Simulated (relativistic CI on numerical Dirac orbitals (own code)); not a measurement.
**Energy levels of Ga³⁺**

Calculated at this level of theory: Dirac-Coulomb-Breit CI, KLI orbitals optimised for each configuration, model QED (radiative potential, 1s self-energy scaled to tabulated hydrogen-like ionisation energies), valence Slater integrals scaled by 0.85, P86 correlation energy added to each configuration (own radial code, finite nucleus).

CI space (outside the closed core [Ar]): 3d¹⁰, 3d⁹4s, 3d⁹4p, 3d⁹4d, 3d⁹5s, 3d⁸4s², 3d⁹5p, 3d⁹4f, 3d⁹5d, 3d⁹6s, 3d⁸4s4p, 3d⁹6p, 3d⁹5f, 3d⁹5g, 3d⁹6d, 3d⁹6f, 3d⁸4p², 3d⁸4s4d. Levels of other configurations are missing.

```tsv
No.	Configuration	Term	J	E (eV)	%	Next component (%)	Landé g	Lifetime (s)
41	3d⁸4s²	³F	2	41.9768	92	3 3d⁸4p² ³F	0.674	1.32e-08
42	3d⁹4d	¹S	0	43.2775	85	12 3d⁹5d ¹S		1.84e-10
43	3d⁸4s²	¹D	2	43.8438	71	24 ³P	1.118	3.19e-06
44	3d⁸4s²	³P	2	44.4529	73	24 ¹D	1.375	3.96e-07
45	3d⁸4s²	³P	1	44.5021	97	3 3d⁸4p² ³P	1.500	3.03e-07
46	3d⁸4s²	³P	0	44.5598	96	3 3d⁸4p² ³P		2.98e-07
47	3d⁹5p	³P°	2	44.6028	94	5 ³D°	1.481	1.61e-09
48	3d⁹5p	³F°	3	44.7303	57	38 ¹F°	1.064	1.58e-09
49	3d⁹5p	³F°	4	44.7680	100		1.250	1.66e-09
50	3d⁹5p	³P°	1	44.8247	76	18 ¹P°	1.354	8.13e-10
51	3d⁹5p	¹D°	2	44.9228	43	30 ³D°	0.980	1.59e-09
52	3d⁹5p	³D°	3	44.9617	81	18 ¹F°	1.271	1.54e-09
53	3d⁹5p	³P°	0	45.0779	100			1.66e-09
54	3d⁹5p	³F°	2	45.1482	73	23 ¹D°	0.761	1.61e-09
55	3d⁸4s²	¹G	4	45.2345	96	3 3d⁸4p² ¹G	1.000	1.74e-07
56	3d⁹5p	¹F°	3	45.2659	44	42 ³F°	1.081	1.60e-09
57	3d⁹5p	¹P°	1	45.2670	75	22 ³P°	1.094	3.15e-10
58	3d⁹5p	³D°	1	45.3602	91	6 ¹P°	0.549	1.15e-09
59	3d⁹5p	³D°	2	45.3884	60	34 ¹D°	1.110	1.57e-09
60	3d⁹4f	³P°	0	48.4462	100			3.55e-10
61	3d⁹4f	³P°	1	48.4659	85	12 ³D°	1.367	3.23e-10
62	3d⁹4f	³P°	2	48.4973	51	30 ³D°	1.304	3.64e-10
63	3d⁹4f	³H°	6	48.5136	100		1.167	3.66e-10
64	3d⁹4f	¹H°	5	48.5173	53	47 ³H°	1.015	3.67e-10
65	3d⁹4f	¹D°	2	48.5574	39	35 ³F°	0.925	3.73e-10
66	3d⁹4f	³D°	3	48.5584	64	26 ³F°	1.236	3.72e-10
67	3d⁹4f	³D°	1	48.5844	53	44 ¹P°	0.747	1.25e-10
68	3d⁹4f	³F°	4	48.5886	65	32 ³G°	1.174	3.76e-10
69	3d⁹4f	³G°	5	48.5902	82	9 ³H°	1.169	3.78e-10
70	3d⁹4f	¹G°	4	48.5917	55	18 ³G°	1.008	3.77e-10
71	3d⁹4f	¹F°	3	48.5973	48	27 ³F°	0.966	3.80e-10
72	3d⁸4s4p	⁵D°	4	48.8681	94	5 ⁵F°	1.491	
73	3d⁹4f	³P°	2	48.9238	49	31 ³D°	1.298	3.65e-10
74	3d⁹4f	³H°	4	48.9623	82	9 ¹G°	0.839	3.67e-10
75	3d⁹4f	³H°	5	48.9637	45	38 ¹H°	1.049	3.71e-10
76	3d⁹4f	¹P°	1	49.0029	54	34 ³D°	0.888	1.11e-10
77	3d⁹4f	³F°	2	49.0030	64	21 ¹D°	0.807	3.73e-10
78	3d⁹4f	³F°	3	49.0067	41	34 ³D°	1.144	3.76e-10
79	3d⁹4f	³G°	4	49.0344	42	35 ¹G°	1.079	3.79e-10
80	3d⁹4f	³G°	3	49.0353	74	19 ¹F°	0.820	3.79e-10
81	3d⁸4s4p	⁵D°	3	49.1627	91	7 ⁵F°	1.475	3.27e-08
82	3d⁸4s4p	⁵G°	5	49.3033	71	23 ⁵F°	1.293	2.77e-07
83	3d⁸4s4p	⁵G°	6	49.3411	100		1.333	
84	3d⁸4s4p	⁵D°	2	49.4117	92	6 ⁵F°	1.458	3.92e-08
85	3d⁸4s4p	⁵G°	4	49.4120	76	14 ⁵F°	1.175	7.94e-08
```

Energies count from the lowest computed level; ° marks odd parity; lifetimes are radiative, by E1, M1, E2 decay to levels of this space only; some are left blank where a channel outside the calculation adds to the decay or the decay crosses a small, uncertain gap.

The mean weight of the leading LS term, summed over parents, in these 45 levels is 73 %, and that of the leading jj configuration (from the same eigenvectors) 76 %.

For a near-neutral ion this model can misplace configurations by up to about 10,000 cm⁻¹ (more where the count of f electrons changes) and terms by 10 to 25 % of their spread. Rates follow the energies as ν³ (E1, M1) or ν⁵ (E2), so they and the lifetimes can be off by large factors. The fine structure of a lone outer electron comes out too small, for d and f at times inverted, and misplaced configurations move strength between like terms. 51 of the 69 excited levels that our extract of the measured tables holds in this range could be paired (the sources list more); they are missed by 7827 cm⁻¹ on average and 11053 at most, and levels without a partner can miss by more.

LS names give the leading component of a level, which can be under half, so a name can repeat, a term be missing and a line seem to break the LS rules.
